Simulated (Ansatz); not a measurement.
Ansatz (a program for electronic structure) input:

Ansatz 0.2 input:
```yaml
crystal:
  periodic: [false, false, false]
  atoms:
    - {symbol: K, position_ang: [-0.00000000, -0.00000000, -2.44005390]}
    - {symbol: I, position_ang: [0.00000000, 0.00000000, 0.87473631]}
basis:
  gaussian:
    orbitals: def2-SVPD
total_charge: -1
magnetization: {spin_polarized: true, initial_magnetization: 1}
correlation: {method: ccsd_t, electrons: outside_noble_gas}
output: {forces: true}
```

Question: What final total energy does it print?

Answer: -895.97379 Eh (CCSD(T)/def2-SVPD). The basis has 62 functions.
